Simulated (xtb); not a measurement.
H10Si4, charge +1, doublet, from a rough starting geometry (a state made from the parent by changing its charge; the spin is typed, not shown lowest); xtb with GFN2-xTB.

The xtb input:
```
$ xtb mol.xyz --gfn 2 --chrg 1 --uhf 1 --opt vtight --json

# file mol.xyz
14

Si     0.01057156     2.12974182    -0.71634401
Si     0.04873663     0.18416844     0.55329573
Si     1.96623957    -1.11213699     0.07431082
Si    -1.99097310    -0.99913258     0.42003425
H      1.23140759     2.91713771    -0.60631794
H     -0.16529002     1.76048608    -2.19661699
H     -1.11837177     2.95475201    -0.39066286
H      0.25016096     0.61118836     1.95144904
H      3.21872243    -0.45113248     0.27143820
H      1.86450221    -1.59557051    -1.34300623
H      2.01471910    -2.29004144     0.94648117
H     -1.95001524    -2.25795808     1.29626582
H     -3.10886924    -0.24094845     0.73798500
H     -2.09984654    -1.49305254    -0.89387282
```

The log (banner, timings and long lists left out):

```
   ID    Z sym.   atoms
    1   14 Si     1-4
    2    1 H      5-14

           -------------------------------------------------
          |                Calculation Setup                |
           -------------------------------------------------

           -------------------------------------------------
          |                 G F N 2 - x T B                 |
           -------------------------------------------------

          ...................................................
          :                      SETUP                      :
          :.................................................:
          :  # basis functions                  50          :
          :  # atomic orbitals                  46          :
          :  # shells                           22          :
          :  # electrons                        25          :
          :  max. iterations                   250          :
          :  Hamiltonian                  GFN2-xTB          :
          :  restarted?                      false          :
          :  GBSA solvation                  false          :
          :  PC potential                    false          :
          :  electronic temp.          300.0000000     K    :
          :  accuracy                    1.0000000          :
          :  -> integral cutoff          0.2500000E+02      :
          :  -> integral neglect         0.1000000E-07      :
          :  -> SCF convergence          0.1000000E-05 Eh   :
          :  -> wf. convergence          0.1000000E-03 e    :
          :  Broyden damping             0.4000000          :
          :  net charge                          1          :
          :  unpaired electrons                  1          :
          ...................................................

 iter      E             dE          RMSdq      gap      omega  full diag
   1    -11.4945530 -0.114946E+02  0.552E+00    3.91       0.0  T
   2    -11.6394841 -0.144931E+00  0.311E+00    3.53       1.0  T
   3    -11.6409418 -0.145771E-02  0.170E+00    3.53       1.0  T
   4    -11.6349447  0.599715E-02  0.173E+00    3.48       1.0  T
   5    -11.6409486 -0.600388E-02  0.650E-01    3.54       1.0  T
   6    -11.6417000 -0.751412E-03  0.341E-01    3.55       1.0  T
   7    -11.6415077  0.192262E-03  0.536E-01    3.54       1.0  T
   8    -11.6417725 -0.264793E-03  0.249E-01    3.54       1.0  T
   9    -11.6418097 -0.372156E-04  0.168E-01    3.54       1.0  T
  10    -11.6418220 -0.122660E-04  0.115E-01    3.54       1.0  T
  11    -11.6418318 -0.983821E-05  0.331E-02    3.54       1.0  T
  12    -11.6418344 -0.256511E-05  0.149E-02    3.54       1.8  T
  13    -11.6418347 -0.366240E-06  0.309E-03    3.54       8.6  T
  14    -11.6418347 -0.742141E-09  0.349E-03    3.54       7.7  T
  15    -11.6418348 -0.566516E-08  0.234E-03    3.54      11.4  T
  16    -11.6418348 -0.688036E-08  0.499E-04    3.54      53.5  T
  17    -11.6418348 -0.406605E-09  0.207E-04    3.54     128.9  T

   *** convergence criteria satisfied after 17 iterations ***

         :::::::::::::::::::::::::::::::::::::::::::::::::::::
         ::                     SUMMARY                     ::
         :::::::::::::::::::::::::::::::::::::::::::::::::::::
         :: total energy             -11.525602966417 Eh    ::
         :: gradient norm              0.088353456408 Eh/a0 ::
         :: HOMO-LUMO gap              3.543199259613 eV    ::
         ::.................................................::
         :: SCC energy               -11.641797569005 Eh    ::
         :: -> isotropic ES            0.115362342456 Eh    ::
         :: -> anisotropic ES         -0.007569252047 Eh    ::
         :: -> anisotropic XC          0.009378661002 Eh    ::
         :: -> dispersion             -0.009221232350 Eh    ::
         :: repulsion energy           0.116194602588 Eh    ::
         :: add. restraining           0.000000000000 Eh    ::
[...]
 * total energy  :   -11.5425649 Eh     change       -0.1611961E-06 Eh
 * total energy  :   -11.5425651 Eh     change       -0.1808962E-06 Eh
 * total energy  :   -11.5425653 Eh     change       -0.1777877E-06 Eh
 * total energy  :   -11.5425655 Eh     change       -0.2051975E-06 Eh
 * total energy  :   -11.5425658 Eh     change       -0.2621255E-06 Eh
 * total energy  :   -11.5425661 Eh     change       -0.3628305E-06 Eh
 * total energy  :   -11.5425665 Eh     change       -0.3979930E-06 Eh
 * total energy  :   -11.5425669 Eh     change       -0.3406242E-06 Eh
 * total energy  :   -11.5425671 Eh     change       -0.2373982E-06 Eh
 * total energy  :   -11.5425673 Eh     change       -0.1599190E-06 Eh
 * total energy  :   -11.5425674 Eh     change       -0.1299932E-06 Eh
 * total energy  :   -11.5425675 Eh     change       -0.6165047E-07 Eh
   *** GEOMETRY OPTIMIZATION CONVERGED AFTER 36 ITERATIONS ***
         :: total energy             -11.542567460370 Eh    ::
[...]
        19                         -0.3505331              -9.5385
        20                         -0.3336667              -9.0795
        21                         -0.3304948              -8.9932
        22                         -0.3273190              -8.9068
        23                         -0.3183099              -8.6617
        24                         -0.3046443              -8.2898
       ...                                ...                  ...
        46                          0.7241280              19.7045
      -------------------------------------------------------------
                  HL-Gap            0.1115548 Eh            3.0356 eV
             Fermi-level           -0.4756328 Eh          -12.9426 eV

     #   Z          covCN         q      C6AA      α(0)
     1  14 Si       3.618     0.428    99.663    19.160
     2  14 Si       3.570     0.304   103.631    19.583
     3  14 Si       3.634     0.420    99.663    19.149
     4  14 Si       3.678     0.392    99.994    19.159
     5   1 H        0.920    -0.031     3.664     2.994
     6   1 H        0.920    -0.052     4.147     3.185
     7   1 H        0.920    -0.048     4.047     3.146
     8   1 H        0.915    -0.085     5.060     3.519
     9   1 H        0.920    -0.035     3.735     3.022
    10   1 H        0.919    -0.058     4.296     3.242
    11   1 H        0.920    -0.052     4.134     3.180
    12   1 H        0.919    -0.056     4.235     3.218
    13   1 H        0.919    -0.055     4.213     3.210
    14   1 H        0.918    -0.073     4.718     3.397

 Mol. C6AA /au·bohr⁶  :       3647.921510
 Mol. C8AA /au·bohr⁸  :     167853.283144
 Mol. α(0) /au        :        109.164692

Wiberg/Mayer (AO) data.
largest (>0.10) Wiberg bond orders for each atom

 ---------------------------------------------------------------------------
     #   Z sym  total        # sym  WBO       # sym  WBO       # sym  WBO
 ---------------------------------------------------------------------------
     1  14 Si   3.479 --     7 H    0.898     6 H    0.892     5 H    0.891
                             2 Si   0.620
     2  14 Si   3.297 --     8 H    0.904     4 Si   0.851     3 Si   0.667
                             1 Si   0.620
     3  14 Si   3.528 --    11 H    0.895    10 H    0.890     9 H    0.887
                             2 Si   0.667
     4  14 Si   3.641 --    14 H    0.888    12 H    0.886    13 H    0.885
                             2 Si   0.851
     5   1 H    0.997 --     1 Si   0.891
     6   1 H    0.997 --     1 Si   0.892
     7   1 H    0.997 --     1 Si   0.898
     8   1 H    0.993 --     2 Si   0.904
     9   1 H    0.996 --     3 Si   0.887
    10   1 H    0.996 --     3 Si   0.890
    11   1 H    0.996 --     3 Si   0.895
    12   1 H    0.994 --     4 Si   0.886
    13   1 H    0.994 --     4 Si   0.885
    14   1 H    0.995 --     4 Si   0.888
 ---------------------------------------------------------------------------

Topologies differ in total number of bonds
Writing topology from bond orders to xtbtopo.mol

molecular dipole:
                 x           y           z       tot (Debye)
 q only:        0.348       0.262      -0.035
   full:        0.403       0.310      -0.040       1.295
molecular quadrupole (traceless):
                xx          xy          yy          xz          yz          zz
 q only:        4.224       0.525       2.072      -1.672      -3.504      -6.296
  q+dip:        4.797       0.934       2.127      -1.786      -3.690      -6.924
   full:        3.885      -0.530       3.223      -1.766      -4.395      -7.108

optimized geometry written to: xtbopt.xyz

           -------------------------------------------------
          | TOTAL ENERGY              -11.542567460370 Eh   |
          | GRADIENT NORM               0.000018872878 Eh/α |
          | HOMO-LUMO GAP               3.035559447684 eV   |
           -------------------------------------------------

normal termination of xtb
```
